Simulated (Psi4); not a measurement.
C2H9BrN2Sn (SMILES C[CH2][Sn]([NH2])([NH2])[Br]), singlet, at a GFN2-xTB geometry (such geometries of metal compounds can be far from the true shape) (core potentials on Sn); B3LYP/def2-SV(P) (Psi4).

Psi4 was given this input:
```
memory 2 GB

molecule mol {
0 1
C    -2.508931   -1.199441   -1.092819
C    -1.877098    0.142328   -1.360195
Sn    0.194750    0.302966   -0.525333
N     1.504008   -0.838059   -1.618025
N     1.213419    2.079604   -0.351994
Br    0.107346   -0.485670    1.861698
H    -1.950988   -2.000468   -1.571169
H    -2.569661   -1.406361   -0.026249
H    -3.522196   -1.204100   -1.495159
H    -1.770763    0.332874   -2.424558
H    -2.448768    0.949837   -0.906962
H     1.407095   -1.834936   -1.463343
H     2.468492   -0.611298   -1.405214
H     1.471375    2.475410   -1.246677
H     0.714967    2.801050    0.154757
}

set {
  basis def2-sv(p)
  reference rks
}

energy('b3lyp')
print_variables()
```

Output, abridged:

```
   => Loading Basis Set <=

    Name: DEF2-SV(P)
    Role: ORBITAL
    Keyword: BASIS

    !!!  WARNING: ECP capability is in beta. Please check occupations closely.  !!!

         ---------------------------------------------------------
                                   SCF
               by Justin Turney, Rob Parrish, Andy Simmonett
                          and Daniel G. A. Smith
                              RKS Reference
         ---------------------------------------------------------

  ==> Geometry <==

    Molecular point group: c1
    Full point group: C1

    Geometry (in Angstrom), charge = 0, multiplicity = 1:

       Center              X                  Y                   Z               Mass
    ------------   -----------------  -----------------  -----------------  -----------------
         C           -2.551230582375    -1.207891355938    -1.156094826157    12.000000000000
         C           -1.919397582375     0.133877644062    -1.423470826157    12.000000000000
         SN           0.152450417625     0.294515644062    -0.588608826157   119.902201630000
         N            1.461708417625    -0.846509355938    -1.681300826157    14.003074004430
         N            1.171119417625     2.071153644062    -0.415269826157    14.003074004430
         BR           0.065046417625    -0.494120355938     1.798422173843    78.918337600000
         H           -1.993287582375    -2.008918355938    -1.634444826157     1.007825032230
         H           -2.611960582375    -1.414811355938    -0.089524826157     1.007825032230
         H           -3.564495582375    -1.212550355938    -1.558434826157     1.007825032230
         H           -1.813062582375     0.324423644062    -2.487833826157     1.007825032230
         H           -2.491067582375     0.941386644062    -0.970237826157     1.007825032230
         H            1.364795417625    -1.843386355938    -1.526618826157     1.007825032230
         H            2.426192417625    -0.619748355938    -1.468489826157     1.007825032230
         H            1.429075417625     2.466959644062    -1.309952826157     1.007825032230
         H            0.672667417625     2.792599644062     0.091481173843     1.007825032230

  Running in c1 symmetry.

  Rotational constants: A =      0.04889  B =      0.03339  C =      0.02517 [cm^-1]
  Rotational constants: A =   1465.56851  B =   1001.08024  C =    754.51845 [MHz]
  Nuclear repulsion =  602.243166243670771

  Charge       = 0
  Multiplicity = 1
  Electrons    = 92
  Nalpha       = 46
  Nbeta        = 46

  ==> Algorithm <==

  SCF Algorithm Type is DF.
  DIIS enabled.
  MOM disabled.
  Fractional occupation disabled.
  Guess Type is SAD.
  Energy threshold   = 1.00e-06
  Density threshold  = 1.00e-06
  Integral threshold = 1.00e-12

  ==> Primary Basis <==

  Basis Set: DEF2-SV(P)
    Blend: DEF2-SV(P)
    Number of shells: 64
    Number of basis functions: 132
    Number of Cartesian functions: 141
    Spherical Harmonics?: true
    Max angular momentum: 2

  Core potential: DEF2-SV(P)
    Number of shells: 4
    Number of ECP primitives: 18
    Number of ECP core electrons: 28
    Max angular momentum: 3

  ==> DFT Potential <==

   => LibXC <=

    Version 7.1.2
    S. Lehtola, C. Steigemann, M. J. T. Oliveira, and M. A. L. Marques,  SoftwareX 7, 1–5 (2018) (10.1016/j.softx.2017.11.002)

   => Composite Functional: B3LYP <=

    B3LYP Hyb-GGA Exchange-Correlation Functional

    P. J. Stephens, F. J. Devlin, C. F. Chabalowski, and M. J. Frisch,  J. Phys. Chem. 98, 11623 (1994) (10.1021/j100096a001)

    Deriv               =              1
    GGA                 =           TRUE
    Meta                =          FALSE

    Exchange Hybrid     =           TRUE
    MP2 Hybrid          =          FALSE

   => Exchange Functionals <=

    0.0800   Slater exchange
    0.7200         Becke 88

   => Exact (HF) Exchange <=

    0.2000               HF

   => Correlation Functionals <=

    0.1900   Vosko, Wilk & Nusair (VWN5_RPA)
    0.8100   Lee, Yang & Parr

   => LibXC Density Thresholds  <==

    XC_HYB_GGA_XC_B3LYP:  1.00E-15

   => Molecular Quadrature <=

    Radial Scheme          =       TREUTLER
    Pruning Scheme         =           NONE
    Nuclear Scheme         =       TREUTLER

    Blocking Scheme        =         OCTREE
    BS radius alpha        =              1
    Pruning alpha          =              1
    Radial Points          =             75
    Spherical Points       =            302
    Total Points           =         320043
    Total Blocks           =           2373
    Max Points             =            256
    Max Functions          =            128
    Weights Tolerance      =       1.00E-15

   => Loading Basis Set <=

    Name: (DEF2-SV(P) AUX)
    Role: JKFIT
    Keyword: DF_BASIS_SCF

  ==> Integral Setup <==

  SCF_SUBTYPE=INCORE selected. In-core MEM_DF algorithm will be used.
  Using in-core AOs.

  ==> MemDFJK: Density-Fitted J/K Matrices <==

    J tasked:                   Yes
    K tasked:                   Yes
    wK tasked:                   No
    Algorithm:                 Core
    Schwarz Cutoff:           1E-12
    Mask sparsity (%):       6.4968
    Fitting Condition:        1E-10

   => Auxiliary Basis Set <=

  Basis Set: (DEF2-SV(P) AUX)
    Blend: DEF2-UNIVERSAL-JKFIT
    Number of shells: 260
    Number of basis functions: 950
    Number of Cartesian functions: 1224
    Spherical Harmonics?: true
    Max angular momentum: 5

  Minimum eigenvalue in the overlap matrix is 4.0600755865E-03.
  Reciprocal condition number of the overlap matrix is 6.8854798114E-04.
    Using symmetric orthogonalization.

  ==> Pre-Iterations <==

  SCF Guess: Superposition of Atomic Densities via on-the-fly atomic UHF (no occupation information).

   -------------------------
    Irrep   Nso     Nmo
   -------------------------
     A        132     132
   -------------------------
    Total     132     132
   -------------------------

  ==> Iterations <==

                           Total Energy        Delta E     RMS |[F,P]|

   @DF-RKS iter SAD: -2975.95153480173030   -2.97595e+03   0.00000e+00
   @DF-RKS iter   1: -2978.14895426304292   -2.19742e+00   1.41907e-02 ADIIS/DIIS
   @DF-RKS iter   2: -2977.19448993640572    9.54464e-01   1.65707e-02 ADIIS/DIIS
   @DF-RKS iter   3: -2979.16661105864432   -1.97212e+00   3.36939e-03 ADIIS/DIIS
   @DF-RKS iter   4: -2979.24656403252993   -7.99530e-02   7.49136e-04 ADIIS/DIIS
   @DF-RKS iter   5: -2979.24923688984472   -2.67286e-03   4.22974e-04 ADIIS/DIIS
   @DF-RKS iter   6: -2979.25090845143859   -1.67156e-03   6.55383e-05 DIIS
   @DF-RKS iter   7: -2979.25094595062455   -3.74992e-05   2.18043e-05 DIIS
   @DF-RKS iter   8: -2979.25095032707895   -4.37645e-06   5.96821e-06 DIIS
   @DF-RKS iter   9: -2979.25095058365878   -2.56580e-07   2.61861e-06 DIIS
   @DF-RKS iter  10: -2979.25095064067818   -5.70194e-08   4.37706e-07 DIIS
  Energy and wave function converged.

  ==> Post-Iterations <==

   Electrons on quadrature grid:
      Ntotal   =   92.0000274620 ; deviation = 2.746e-05

    Orbital Energies [Eh]
    ---------------------

    Doubly Occupied:

[...]
      46A     -0.247084

    Virtual:

[...]
    Final Occupation by Irrep:
              A
    DOCC [    46 ]
    NA   [    46 ]
    NB   [    46 ]

  @DF-RKS Final Energy: -2979.25095064067818

   => Energetics <=

    Nuclear Repulsion Energy =            602.2431662436707711
    One-Electron Energy =               -5417.4464470914181220
    Two-Electron Energy =                1946.8606713165190740
    DFT Exchange-Correlation Energy =    -110.9083411094504044
    Empirical Dispersion Energy =           0.0000000000000000
    VV10 Nonlocal Energy =                  0.0000000000000000
    Total Energy =                      -2979.2509506406781838

Computation Completed

Properties will be evaluated at   0.000000,   0.000000,   0.000000 [a0]

Properties computed using the SCF density matrix

 Multipole Moments:

 ------------------------------------------------------------------------------------
     Multipole            Electronic (a.u.)      Nuclear  (a.u.)        Total (a.u.)
 ------------------------------------------------------------------------------------

 L = 1.  Multiply by 2.5417464519 to convert [e a0] to [Debye]
 Dipole X            :         17.1583023          -17.6587037           -0.5004014
 Dipole Y            :         17.8692070          -17.4997818            0.3694252
 Dipole Z            :        -17.7554507           16.7957667           -0.9596839
 Magnitude           :                                                    1.1436213

 ------------------------------------------------------------------------------------

  Variable Map:
  ----------------------------------------------------------------------------
[...]
  Array Variable Map:
  ----------------------------------------------------------------------------
[...]
[...]
```
